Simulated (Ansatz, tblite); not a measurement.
Forces on MoO5H4 at its PBE-D4/def2-SVP geometry. The state is a singlet with charge 0.

In the def2 sets Mo takes a core potential; there is no spin–orbit coupling. The xTB rows come from tblite. The structure holds one bond between oxygen atoms, so isomers without such links may lie far lower. Another isomer (singlet) lies 0.21 eV lower at PBE0-D4/def2-TZVP; other spin states weren't run for this one.

GFN1-xTB (tblite), largest force 2.14 eV/Å:

```xyz
10
positions Å, forces eV/Å
Mo    0.479    0.431    0.378   -0.381    1.240    0.220
O     1.912    1.624    0.547   -1.120   -1.475    0.844
O    -0.062   -0.002    1.924    0.941    0.558   -1.516
O    -0.722    1.210   -0.585    1.568   -1.067    0.987
O    -2.169   -0.955   -0.851    1.305   -0.140    0.453
O    -0.886   -1.394   -0.334   -1.293   -0.143   -1.069
H     1.403   -0.835   -0.383   -0.177    0.768    0.381
H    -0.462   -1.789   -1.129   -0.318   -0.022    0.361
H    -1.976    0.029   -0.905   -0.168    0.032    0.052
H     2.482    1.680    1.338   -0.356    0.249   -0.713
```

GFN2-xTB (tblite), largest force 2.13 eV/Å:

```
Mo -0.624 0.849 0.380
O -0.825 -0.958 0.641
O 0.890 0.379 -1.776
O 1.576 -1.166 0.822
O 1.204 0.143 0.439
O -1.075 -0.188 -0.724
H -0.471 0.899 0.492
H -0.229 -0.119 0.170
H -0.306 -0.054 0.035
H -0.140 0.215 -0.479
```

PBE-D4/def2-TZVP (Ansatz), largest force 0.26 eV/Å:

```
Mo 0.076 -0.042 -0.014
O 0.207 0.103 0.111
O -0.045 -0.038 0.078
O -0.034 0.107 -0.030
O -0.139 0.126 -0.085
O 0.186 -0.180 -0.004
H -0.012 0.006 0.015
H -0.066 0.067 0.079
H -0.049 -0.118 -0.015
H -0.123 -0.030 -0.134
```
